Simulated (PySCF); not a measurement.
All numbers come from PBE0 in PySCF with Au def2-TZVP with ECP60, H def2-TZVP; scalar-relativistic core potentials, no spin–orbit coupling; density-fitted integrals. Open shells, if any, are unrestricted.

Task: What shape and geometry does isolated doublet AuH₂ take (every ligand bound to Au)?

Result: Formally Au is in oxidation state +2, d9, with 1 unpaired electron. The Mulliken spin on Au is 0.25, so most of the spin sits on the ligands and the formal count fails. The polar-tensor charge on Au, 0.24, is far below the formal one. The lowest minimum found is a doublet of C2v symmetry with Au–H 1.608 Å (×2); H–Au–H 127.9°. Its harmonic wavenumbers are 672 (a1), 1793 (b2), 2048 (a1) cm⁻¹ and its dipole moment is 0.94 D.

Only a few start shapes were tried, so a lower isomer may exist. Open d and f shells are described by one determinant, and the ground state may have another occupation or spin. With an element this heavy the missing spin–orbit coupling can shift these numbers.
